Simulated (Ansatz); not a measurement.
Consider the ligand exchange at the Al–C bond: `CO[CH2][AlH2]` + `N=C[SiH3]` → `[AlH2]/[N]=C\[SiH3]` + dimethyl ether.

Calculated with Ansatz (gas phase, PBE0-D4/def2-TZVP geometries, no zero-point term in ΔE). CBS: MP2 limit from def2 TZ/QZ plus the TZ coupled-cluster correction, frozen cores. DFT in def2-TZVPP. Each species was taken in one conformer, which may not be the lowest.

| species | PBE-QIDH energy (Eh) |
| --- | --- |
| `CO[CH2][AlH2]` | -397.69036 |
| `N=C[SiH3]` | -385.02384 |
| `[AlH2]/[N]=C\[SiH3]` | -627.86986 |
| `COC` | -154.88432 |

(1) Work out ΔE.

Largest T1 diagnostic among the species: 0.015.

Results:

(1) ΔE = (-627.86986) + (-154.88432) − (-397.69036) − (-385.02384) = -0.03998 Eh = -105.0 kJ/mol. CCSD(T)/CBS gives -102.5 kJ/mol.

Leaving LDA and LC-ωPBE aside and taking each functional with its dispersion term where it has one, the values, not all of them listed here, spread over 10.8 kJ/mol, from BLYP-D4 to ωB97X-V. LDA lies −5.0 kJ/mol from PBE without D4. At CCSD(T), def2-SVP lies −5.8 kJ/mol from the extrapolated value and def2-TZVPP −1.0 kJ/mol.
